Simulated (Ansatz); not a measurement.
Basis-set extrapolation for AlFH2SSi, SMILES `[F][Al]1[SiH2][S]1` (PBE0-D4/def2-TZVP geometry, frozen core, Ansatz 0.2.0). Multiplicity 1, RHF reference.

```tsv
	def2-TZVPP	def2-QZVPP
HF	-1029.170643	-1029.202061
MP2 correlation	-0.608963	-0.664520
CCSD(T) correlation	-0.668311	not run
```

Energies in hartree. Use E(X) = E(∞) + A·exp(−7.88·√X) for Hartree–Fock and E(X) = E(∞) + B·X^(−2.97) for correlation, with X = 3 and 4, and add CCSD(T) minus MP2 of the smaller set to the MP2 limit.

Question: What is the CCSD(T) energy at the basis-set limit?

Answer: HF limit: -1029.202061 + (-0.031418) × 0.13774 = -1029.20639. MP2 limit: -0.664520 + (-0.055557) × 0.74074 = -0.70567. Higher-order term: -0.668311 − (-0.608963) = -0.05935. Total: -1029.97141 hartree, 347.8 kJ/mol below CCSD(T)/def2-TZVPP.
